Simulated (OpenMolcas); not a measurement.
**Ar2+: the spin-orbit constant, Slater's ratio, worked from levels**

| Item | Value |
| --- | --- |
| Program | OpenMolcas |
| Basis | ANO-RCC-VDZP [4s3p1d] |
| Scalar Hamiltonian | DKH2, point nucleus |
| Active space | 4 electrons in 3 orbitals (3p) |
| State averaging | 2S+1 = 3 even, 3 roots; 2S+1 = 1 even, 6 roots |
| Spin-orbit coupling | RASSI with atomic mean-field integrals over the reference wave functions, term energies averaged over their components |

Methods: CASSCF; SS-CASPT2, IPEA 0.25 Eh, imaginary shift 0.1 Eh (closed shells correlated: 2s 2p 3s). Measured levels: Saloman, J. Phys. Chem. Ref. Data 39, 033101 (2010).

**The spin-orbit constant.** For the Hund term ³P of p4, E(J) = (A/2) J(J+1) + constant and ζ = -2S·A = -2A. From J = 0 to J = 2 the energy changes by 3 A.

```
   Source  E(2) - E(0)       A     ζ
   CASSCF      -1544.0  -514.7  1029
SS-CASPT2      -1537.8  -512.6  1025
 measured      -1570.2  -523.4  1047
```

All in cm-1. SS-CASPT2 is off by -2.1 % and CASSCF by -1.7 %. Both methods take the spin-orbit matrix elements from the reference wave functions, so the second can move ζ only through the term energies and any multistate remixing. Second-order mixing with other terms is absorbed into this ζ.

**Slater's ratio.** With one set of orbitals, p4 has ¹D - ³P = 6 F2 and ¹S - ¹D = 9 F2 (F2 = F²/25), a ratio of 3/2. Term energies are centres of gravity, weighted by 2J + 1.

```json
{"Source": "CASSCF", "¹D - ³P": "16320", "¹S - ³P": "40641", "F2 from the first": "2720", "Ratio": "1.490"}
{"Source": "SS-CASPT2", "¹D - ³P": "14961", "¹S - ³P": "35001", "F2 from the first": "2494", "Ratio": "1.339"}
{"Source": "measured", "¹D - ³P": "13465", "¹S - ³P": "32721", "F2 from the first": "2244", "Ratio": "1.430"}
```

Energies in cm-1. A ratio away from 3/2 shows effects beyond one configuration with one set of orbitals, and in heavier atoms second-order spin-orbit shifts.

Term energies are means over components that CASPT2 splits; among the terms shown or strongly mixed into the levels shown the widest spread is 150 cm-1 (3s² 3p⁴ ¹D, SS-CASPT2). With the s shell closed, the reference lacks s² → p² mixing. Computed and measured levels are paired by configuration, term and J; levels that our copy of the source lacks, or whose pairing is in doubt (as where it misses far off the trend of its configuration), stay unpaired and out of the deviations. Only configurations of the active space appear.
